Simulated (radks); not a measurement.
Values are calculated unless marked as measured or tabulated.
Q: Excited configurations of neutral osmium: one electron is placed in a higher orbital outside [Xe] 4f14 5d6 6s1. The ground configuration is [Xe] 4f14 5d6 6s2. Code: a radial shooting solver on a logarithmic mesh with Libxc functionals. Model: Dirac Kohn-Sham, LDA (Slater exchange, Perdew-Wang correlation), spin-unpolarised, spherical densities, finite nucleus; open shells are shared between the two j in proportion to 2j + 1; Fermi nuclear charge, rms radius 5.4126 fm. Excitation = E - E(ground); binding = E(ion) - E, where the ion is the core of charge +1; n* = 1/sqrt(2 binding) in atomic units, and the quantum defect is n - n*. Eigenvalue and <r> are those of j = l + 1/2.

| outer orbital | excitation (eV) | binding (eV) | n* | quantum defect | eigenvalue (eV) | <r> (bohr) |
|---|---|---|---|---|---|---|
| 5f | 8.942 | 0.915 | 3.856 | 1.144 | -0.438 | 17.36 |
| 6p | 5.084 | 4.773 | 1.688 | 4.312 | -2.103 | 4.468 |
| 6d | 8.246 | 1.611 | 2.906 | 3.094 | -0.720 | 10.18 |
| 7s | 7.228 | 2.628 | 2.275 | 4.725 | -1.534 | 8.228 |
| 7p | 8.032 | 1.825 | 2.731 | 4.269 | -1.011 | 11.21 |
| 7d | 8.858 | 0.999 | 3.691 | 3.309 | -0.562 | 19.28 |
| 7f | 9.398 | 0.459 | 5.444 | 1.556 | -0.290 | 43.93 |

Estimate the row for 6f.

A: excitation (eV) 9.223; binding (eV) 0.634; n* 4.634; quantum defect 1.366; eigenvalue (eV) -0.369; <r> (bohr) 29.34. The Delta-SCF ionisation energy is 9.857 eV (NIST Atomic Spectra Database: 8.438 eV, measured). Self-interaction in the functional shifts the binding energies and quantum defects, so they are the method's values and not measured ones. Spin polarisation and multiplet splitting are left out, so open shells lie too high by an amount that depends on their filling. Sharing an open shell by 2j + 1 raises it above the true ground level by a part of the spin-orbit splitting, which enters the differences from NIST.

Beside tabulated values, note that spin-unpolarised runs miss the spin-polarisation part of the exchange energy of open shells.
